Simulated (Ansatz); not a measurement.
A series at Al: from `C[O][Al]([O]C)[O]C`, ligands are replaced one by one, each step taking up HCl and setting free CH₃OH; n counts the steps. Ansatz, PBE0-D4/def2-TZVP geometries. Each molecule was computed in one conformer, which needn't be the lowest.

```tsv
n	molecule	HOMO energy, ωB97M-V/def2-TZVPP (eV)
0	`C[O][Al]([O]C)[O]C`	-10.31
1	`C[O][Al]([Cl])[O]C`	?
2	`C[O][Al]([Cl])[Cl]`	-11.07
3	`[Cl][Al]([Cl])[Cl]`	-11.62
```

**Question.** By hand: fit a straight line y = ȳ + b (n − n̄) to the 3 given rows and predict n = 1.

**Answer.** n̄ = 1.667, ȳ = -11.000; Σ(n − n̄)(y − ȳ) = -2.000, Σ(n − n̄)² = 4.667, so b = -0.429 eV a step. Prediction: -11.000 + (-0.429) × (-0.667) = -10.71 eV.

**Question.** By hand: compare with the computed value, -10.61 eV, and give the steps along the whole series.

**Answer.** The line misses by 0.10 eV (computed minus predicted). Steps: -0.30, -0.46, -0.55 eV.

The steps grow at each stage, from -0.30 to -0.55 eV, so the series is curved. The highest orbital can change its character along such a series. The miss is 7.6 % of the series' range.
